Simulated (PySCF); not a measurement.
MoF4: Mo(IV) (d2), charge 0. The structure is a PBE0-D3(BJ)/def2-TZVP geometry optimised for multiplicity 3; coordination tetrahedral, point group Td, metal–donor distances 1.84 Å.

The d shell alone is too small an active space for MoF4 (an active orbital has only 0.70 squared overlap with the free ion's shell): its levels, fitted parameters, g values and moments show what this model gives and aren't sound predictions.

```
5

Mo    0.0000    0.0000    0.0000
F     1.0655    1.0655    1.0655
F     1.0655   -1.0655   -1.0655
F    -1.0655   -1.0655    1.0655
F    -1.0655    1.0655   -1.0655
```

Method (PySCF 2.14, density fitting): CASSCF(2,5) with orbitals averaged over all microstates of the shell, strongly contracted NEVPT2 on the averaged canonical orbitals; basis x2c-TZVPall on the metal, x2c-SVPall elsewhere; spin-free X2C; gas phase; spin-orbit coupling by state interaction with the mean-field operator over all roots.

What is the ground state?

3A2 (S = 1, orbital degeneracy 1), with 2.0 electrons in the lower (e-type) set and 0.0 in the upper (t2-type) set, by NEVPT2.

Where do the spin-allowed transitions within the shell lie?

By NEVPT2: 3T2 at 15203 cm⁻¹ (658 nm); 3T1 at 20187 cm⁻¹ (495 nm); 3T1 at 31880 cm⁻¹ (314 nm). The strongest, at 20187 cm⁻¹, has f = 5.5e-03.

Which is the lowest state of another spin?

1E at 9223 cm⁻¹ by NEVPT2; CASSCF alone puts it at 10972 cm⁻¹ above the same ground state.

What ligand-field parameters describe the result?

At CASSCF level (the NEVPT2 levels don't fit a ligand-field model well): orbital energies 0, 0, 14651, 14651, 14651 cm⁻¹; 10Dq = 14651 cm⁻¹; B = 652 cm⁻¹; C = 2773 cm⁻¹; B over its free-ion value at the same level 0.754; the fit misses the states by 748 cm⁻¹ rms, so splittings below that are unsure; ζ = 654 cm⁻¹ (free ion 885).

What are the magnetic parameters?

The ground multiplet follows a spin Hamiltonian with S = 1, g = 1.855, 1.855, 1.855, D = 0 (spin-orbit part alone); the lowest levels hold 99 % of the spin-free ground state. μeff is 2.66 μB at 300 K and 2.62 μB at 10 K; the spin-only value is 2.83 μB.

No frequencies were computed for the optimised geometry. Charge-transfer states lie outside this active space and may come lower than some of these levels. NEVPT2 on the d shell alone tends to put d–d bands too high for such charged or covalently bound ions.

The job took 6.6 s on one thread of Arm Neoverse V2 (shared host), with 119 basis functions, launched as `OMP_NUM_THREADS=1 python lf_run.py task.json out`.
